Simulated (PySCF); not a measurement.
**Correlation energy of Nd(46+) (neodymium, charge +46)**

[Ne] 3s2 3p2, high-spin 3P determinant. Calculation: PySCF 2.14, in an even-tempered Gaussian basis (18 s from 9.6 bohr⁻², ratio 2.5; 12 p from 12 bohr⁻², ratio 2.5; 4 d from 50 bohr⁻², ratio 2.7; 4 f from 74 bohr⁻², ratio 2.7); the spin-free X2C one-electron Hamiltonian (Gaussian nucleus). Frozen: 1s2; 12 electrons correlated; the 21 highest virtual orbitals of each spin left out.

```json
{"level": "CCSD", "correlation energy (mhartree)": "-527.44"}
{"level": "(T)", "correlation energy (mhartree)": "-0.76"}
{"level": "CCSD(T)", "correlation energy (mhartree)": "-528.20"}
```

Diagnostics: T1 = 0.00049, D1 = 0.0021, largest double amplitude 0.046.

Task: Is a single reference adequate?

Result: Yes, within this model without spin-orbit coupling: T1 lies below 0.03 and no double amplitude reaches 0.07.

At this charge the one-electron X2C treatment keeps the bare 1/r₁₂, with no two-electron picture change or Breit term. The effect here is smaller than on the frozen 1s shell; and a scalar Hamiltonian misses the large spin-orbit splitting of the p shells, which matters for ns² → np² pairs.

Spin-orbit coupling is strong in this species, so the high-spin LS determinant is a model state.
